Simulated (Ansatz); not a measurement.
ClMg (SMILES [Mg][Cl]), doublet, geometry from GFN2-xTB (such geometries of metal compounds can be far from the true shape) (the spin is typed, not shown lowest); BHLYP/def2-TZVP in Ansatz (an electronic-structure program).

The Ansatz input:
Ansatz 0.2 input:
```yaml
crystal:
  periodic: [false, false, false]
  atoms:
    - {symbol: Mg, position_ang: [-0.00000000, -0.00000000, -1.26784659]}
    - {symbol: Cl, position_ang: [0.00000000, 0.00000000, 0.89495053]}
basis:
  gaussian:
    orbitals: def2-TZVP
hamiltonian:
  xc: {name: BHLYP}
magnetization: {spin_polarized: true, initial_magnetization: 1}
```

Q: Predict the main parts of the log of this Ansatz run.

A: 
```
Functional definition: BHLYP
612 factors; their error is unknown
mean field evaluation 1: about -17967.5619 eV, gradient 1.2e1 eV
mean field evaluation 2: about -17968.0126 eV, gradient 1.2e1 eV
mean field evaluation 4: about -17968.6687 eV, gradient 3.2e-1 eV
mean field evaluation 8: about -17968.7989 eV, gradient 1.1e-1 eV
mean field evaluation 16: about -17968.7989 eV, gradient 3.7e-5 eV
mean field -17968.79891092 eV, -660.3411802871 hartree, gradient 3.7e-5 eV, S^2 0.750695; 0 other end points of the search recorded, 0 dependent functions left out
reference -17968.79903785 eV, -660.3411849515 hartree; 15, 14 occupied and 54, 55 virtual orbitals, 612 factors
Total energy: -17968.79903785 eV, -660.3411849515 hartree
```
